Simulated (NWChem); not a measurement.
System: GeH$_{2}$O$_{2}$F$_{2}$; SMILES [OH][Ge]([F])([F])[OH]

Here is an NWChem input.

```
start job
memory heap 200 mb stack 900 mb global 1100 mb
geometry units angstroms noautoz
  O     -0.050509    -1.436097     1.020088
  Ge     0.000002     0.000000     0.008940
  O      0.050514     1.436099     1.020086
  F     -1.364944     0.123347    -1.047583
  F      1.364946    -0.123348    -1.047584
  H      0.444613    -2.155706     0.594137
  H     -0.444622     2.155702     0.594141
end
basis spherical
  O library 6-31g*
  Ge library 6-31g*
  F library 6-31g*
  H library 6-31g*
end
dft
  xc xpbe96 cpbe96
  iterations 150
  mulliken
end
task dft energy
```

The geometry was optimised at B3LYP/6-31G* (spherical d).

Problem. Give the results of this calculation. (PBE/6-31G* (spherical d).) Quantities: energy (Ha); highest occupied level (eV); orbital gap (eV); dipole (D).

Solution. 
```
Quantity                        Value
---------------------------  --------
energy (Ha)                  -2427.49
highest occupied level (eV)     -7.94
orbital gap (eV)                 6.03
dipole (D)                       0.26
```
